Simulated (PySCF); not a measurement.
Al(H)(F)(OH) (AlFH2O), SMILES [OH][AlH][F]. Coordinates come from a PBE-D3(BJ)/def2-TZVP optimisation. The values are those of a single conformer.

Computed equilibrium geometry at PBE-D3(BJ)/def2-TZVP (PySCF confirms it by a frequency run) as a Z-matrix, and its point group (one conformer of several):
point group Cs.
```
Al
F 1 1.6671
O 1 1.7013 2 120.63
H 3 0.9672 1 122.77 2 0.00
H 1 1.5715 2 119.98 3 180.00
```
Charge 0, spin multiplicity 1.
